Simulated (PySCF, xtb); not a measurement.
ClFGeH2O2, SMILES [OH][Ge]([OH])([F])[Cl]. The values are those of a single conformer.

Harmonic wavenumbers (cm⁻¹) from GFN2-xTB (xtb) at its own minimum, in rising order: 124, 138, 181, 194, 216, 237, 247, 393, 457, 580, 619, 799, 812, 3602, 3630.

Task: What does B3LYP-D3(BJ)/def2-SVP (PySCF 2.14.0) give at its own minimum? (An estimate is asked for; the answer gives what the named calculation found.)

Result: 114, 132, 189, 206, 249, 253, 274, 444, 707, 747, 768, 899, 918, 3822, 3831. Paired by order, the mean absolute difference is 90 cm⁻¹ and the zero-point energies are 17.5 and 19.4 kcal/mol.
